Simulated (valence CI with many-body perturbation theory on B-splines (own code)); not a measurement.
Energy levels of Xe XLI

Computed by relativistic CI+MBPT: four valence electrons over a frozen Dirac-Fock core [Ne], a basis of 11 s, 11 p, 9 d, 7 f, 5 g, 2 h, 1 i functions for each j, with the one-electron correlation potential Σ1 (screened to all orders), the two-electron term Σ2, the three-electron term Σ3, Breit, model QED; selected single and double excitations, second order for the rest (own B-spline code, finite nucleus).

No measured spectrum was set against this ion. As an estimate, large intervals hold to a few tenths of a per cent, small ones and those within an open d or f shell to about a per cent.

Levels 46 to 64 of 64, with energies above the lowest level, (3s^2 3p1/2^2) J=0. "Leading %" is the weight of the configuration and term that name the level; weights of strongly mixed levels are sums over their largest components and can fall short. In the jj column 3d3/2^4 stands for four electrons in 3d with j = 3/2. Lifetimes count E1, E2, E3, M1 and M2 decay at the calculated energies, and are blank where another channel may lead or the interval is too uncertain; long ones can be off by a factor of two.

| No. | Configuration | Term | J | E (eV) | Leading % | g | Second component | Lifetime | Leading jj |
| --- | --- | --- | --- | --- | --- | --- | --- | --- | --- |
| 46 | 3s 3p2 3d | 3P | 1 | 421.21 | 27 | 1.319 | 15 % 3s 3p2 3d 1P | 6.07 ps | 3s 3p1/2 3p3/2 3d5/2 (66 %) |
| 47 | 3s 3p2 3d | 3G | 3 | 423.61 | 56 | 0.886 | 24 % 3s 3p2 3d 1F | 4.27 ps | 3s 3p1/2 3p3/2 3d3/2 (95 %) |
| 48 | 3s 3p2 3d | 3F | 3 | 427.07 | 32 | 1.261 | 31 % 3s 3p2 3d 5D | 8.67 ps | 3s 3p1/2 3p3/2 3d5/2 (79 %) |
| 49 | 3s 3p2 3d | 3D | 1 | 428.95 | 51 | 0.839 | 17 % 3s 3p2 3d 3P | 3.17 ps | 3s 3p1/2 3p3/2 3d3/2 (68 %) |
| 50 | 3s 3p2 3d | 1D | 2 | 434.74 | 27 | 1.220 | 14 % 3p4 3P | 4.88 ps | 3s 3p1/2 3p3/2 3d5/2 (67 %) |
| 51 | 3s 3p2 3d | 1G | 4 | 436.16 | 46 | 1.147 | 29 % 3s 3p2 3d 3F | 14.5 ps | 3s 3p1/2 3p3/2 3d5/2 (74 %) |
| 52 | 3s 3p2 3d | 3D | 3 | 437.32 | 55 | 1.233 | 26 % 3s 3p2 3d 3F | 3.83 ps | 3s 3p1/2 3p3/2 3d5/2 (68 %) |
| 53 | 3s 3p2 3d | 3D | 1 | 439.81 | 49 | 0.939 | 19 % 3s 3p2 3d 3P | 1.63 ps | 3s 3p1/2 3p3/2 3d3/2 (83 %) |
| 54 | 3s 3p2 3d | 3P | 0 | 441.21 | 77 |  | 16 % 3s2 3d2 3P | 2.87 ps | 3s 3p1/2 3p3/2 3d3/2 (57 %) |
| 55 | 3s 3p2 3d | 3D | 3 | 444.75 | 32 | 1.153 | 17 % 3s 3p2 3d 1F | 4.33 ps | 3s 3p1/2 3p3/2 3d5/2 (86 %) |
| 56 | 3s 3p2 3d | 3G | 4 | 444.87 | 49 | 1.121 | 33 % 3s 3p2 3d 3F | 5.82 ps | 3s 3p1/2 3p3/2 3d5/2 (87 %) |
| 57 | 3s 3p2 3d | 3F | 2 | 445.11 | 35 | 0.909 | 10 % 3s 3p2 3d 1D | 1.65 ps | 3s 3p1/2 3p3/2 3d3/2 (71 %) |
| 58 | 3s 3p2 3d | 3D | 1 | 446.99 | 60 | 0.738 | 16 % 3s 3p2 3d 1P | 7.09 ps | 3s 3p1/2 3p3/2 3d5/2 (87 %) |
| 59 | 3s 3p2 3d | 3P | 1 | 455.42 | 36 | 1.429 | 26 % 3s 3p2 3d 3S | 4.35 ps | 3s 3p1/2 3p3/2 3d5/2 (86 %) |
| 60 | 3s 3p2 3d | 3F | 3 | 456.74 | 36 | 1.096 | 29 % 3s 3p2 3d 1F | 2.97 ps | 3s 3p1/2 3p3/2 3d5/2 (79 %) |
| 61 | 3s 3p2 3d | 3D | 2 | 457.03 | 32 | 1.171 | 14 % 3s 3p2 3d 3P | 3.87 ps | 3s 3p1/2 3p3/2 3d5/2 (77 %) |
| 62 | 3s 3p2 3d | 3P | 0 | 459.21 | 42 |  | 27 % 3s 3p2 3d 1S | 2.57 ps | 3s 3p1/2 3p3/2 3d5/2 (53 %) |
| 63 | 3s 3p2 3d | 3D | 2 | 463.01 | 38 | 1.171 | 23 % 3s 3p2 3d 3P | 2.03 ps | 3s 3p1/2 3p3/2 3d5/2 (78 %) |
| 64 | 3p4 | 1D | 2 | 474.20 | 35 | 1.068 | 22 % 3s 3p2 3d 3D | 2.48 ps | 3p1/2 3p3/2^3 (42 %) |
